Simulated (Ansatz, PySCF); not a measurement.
The PySCF input:
```python
from pyscf import gto, scf, dft

mol = gto.M(
    atom='''
N     2.298603   -0.102697   -0.432028
C     0.947305   -0.071041   -0.150477
C     0.154541   -1.197026   -0.158774
C    -1.186623   -1.213840    0.043921
C    -1.832479    0.003331    0.277567
C    -1.084102    1.165474    0.296090
C     0.281956    1.140346    0.089724
H     2.752530   -0.992093   -0.300198
H     2.835048    0.691600   -0.121780
H    -1.750920   -2.134550    0.027701
H    -2.899608    0.023959    0.440193
H    -1.571893    2.112635    0.478962
H     0.861037    2.053870    0.111011
''',
    basis='sto-3g',
    charge=0,
    spin=1,
    verbose=3,
)

mf = dft.UKS(mol)
mf.xc = 'camb3lyp'
mf.grids.atom_grid = (99, 590)
mf.grids.prune = None
mf.kernel()
```

**Question.** Write the same job for Ansatz (a program for electronic structure).

**Answer.** This is not unique; one that fits is 
Ansatz 0.2 input:
```yaml
crystal:
  periodic: [false, false, false]
  atoms:
    - {symbol: N, position_ang: [2.29860263, -0.10269741, -0.43202811]}
    - {symbol: C, position_ang: [0.94730490, -0.07104129, -0.15047653]}
    - {symbol: C, position_ang: [0.15454108, -1.19702592, -0.15877412]}
    - {symbol: C, position_ang: [-1.18662254, -1.21384003, 0.04392116]}
    - {symbol: C, position_ang: [-1.83247905, 0.00333077, 0.27756657]}
    - {symbol: C, position_ang: [-1.08410192, 1.16547363, 0.29608986]}
    - {symbol: C, position_ang: [0.28195560, 1.14034632, 0.08972417]}
    - {symbol: H, position_ang: [2.75252956, -0.99209279, -0.30019751]}
    - {symbol: H, position_ang: [2.83504755, 0.69160033, -0.12177972]}
    - {symbol: H, position_ang: [-1.75091955, -2.13455025, 0.02770138]}
    - {symbol: H, position_ang: [-2.89960850, 0.02395912, 0.44019263]}
    - {symbol: H, position_ang: [-1.57189258, 2.11263484, 0.47896231]}
    - {symbol: H, position_ang: [0.86103691, 2.05386958, 0.11101112]}
basis:
  gaussian:
    orbitals: STO-3G
hamiltonian:
  xc: cam_b3lyp
magnetization: {spin_polarized: true, initial_magnetization: 1}
accuracy: high
```

Both were run: PySCF gave -283.147227 Eh and Ansatz -283.147227 Eh, 0.000 mEh apart.
